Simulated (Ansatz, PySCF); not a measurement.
Breaking a bond: OH (anion, charge -1), singlet.

- RKS-PBE = restricted PBE/aug-cc-pVTZ (Ansatz, a program for electronic structure)
- UKS-PBE = Ansatz with unrestricted PBE/aug-cc-pVTZ
- RKS-r2SCAN = restricted r2SCAN/aug-cc-pVTZ (PySCF 2.14.0)
- UCCSD(T) = CCSD(T) on UHF/aug-cc-pVTZ, 1 core orbital frozen in PySCF

Energies relative to the lowest point of each curve near equilibrium, in kcal/mol; the last columns give the difference from UCCSD(T):

```csv
R / Å,RKS-PBE,UKS-PBE,RKS-r2SCAN,UCCSD(T),RKS-PBE − UCCSD(T),UKS-PBE − UCCSD(T),RKS-r2SCAN − UCCSD(T)
0.77,38.0,38.0,35.8,36.4,1.6,1.6,-0.7
0.81,22.0,22.0,20.3,20.8,1.3,1.3,-0.5
0.87,7.6,7.6,6.5,6.8,0.8,0.8,-0.3
0.91,2.6,2.6,2.0,2.1,0.5,0.5,-0.1
0.94,0.7,0.7,0.4,0.5,0.2,0.2,-0.1
0.97,0.0,0.0,0.0,0.0,0.0,0.0,0.0
1.00,0.3,0.3,0.6,0.5,-0.2,-0.2,0.1
1.03,1.4,1.4,2.0,1.9,-0.4,-0.4,0.1
1.07,3.9,3.9,4.8,4.6,-0.7,-0.7,0.2
1.13,9.1,9.1,10.5,10.1,-1.0,-1.0,0.4
1.20,16.6,16.6,18.6,17.9,-1.3,-1.3,0.7
1.31,29.8,29.8,32.5,31.5,-1.7,-1.7,1.0
1.45,46.7,46.7,50.3,48.6,-1.9,-1.9,1.7
1.58,61.1,61.1,65.4,62.6,-1.4,-1.4,2.8
1.73,75.7,75.6,80.6,76.3,-0.6,-0.8,4.3
1.94,92.3,89.7,97.9,91.5,0.8,-1.8,6.4
2.13,103.8,97.4,110.0,100.6,3.2,-3.2,9.4
2.38,115.0,102.3,121.6,107.0,8.0,-4.7,14.6
2.58,121.4,104.2,128.2,109.6,11.8,-5.3,18.7
2.88,127.9,105.6,—,111.5,16.4,-5.9,—
3.37,133.5,106.6,—,112.9,20.6,-6.3,—
3.84,135.6,106.6,—,113.4,22.2,-6.8,—
```

RKS-PBE is furthest from UCCSD(T) at 3.84 (22.2 kcal/mol, above); its mean absolute difference over the points is 4.4 kcal/mol.

UKS-PBE is furthest from UCCSD(T) at 3.84 (-6.8 kcal/mol, below); its mean absolute difference over the points is 2.2 kcal/mol.

RKS-r2SCAN is furthest from UCCSD(T) at 2.58 (18.7 kcal/mol, above); its mean absolute difference over the points is 3.3 kcal/mol.

Dashes: no converged value, or the column stops at the first point that the program doubted or that broke a chosen test of continuity, which isn't proof of a fault.

The restricted form behind RKS-PBE, RKS-r2SCAN keeps the bonding electrons paired and can't separate into open-shell fragments. Where the anion isn't bound against loss of the electron, the finite basis alone holds it. The unrestricted determinant behind UKS-PBE is spin-contaminated at 1.73 to 3.84 Å (<S²> up to 1.0, against 0.00 for a pure singlet). The unrestricted determinant behind UCCSD(T) is spin-contaminated at 1.31 to 3.84 Å (<S²> up to 1.0, against 0.00 for a pure singlet).
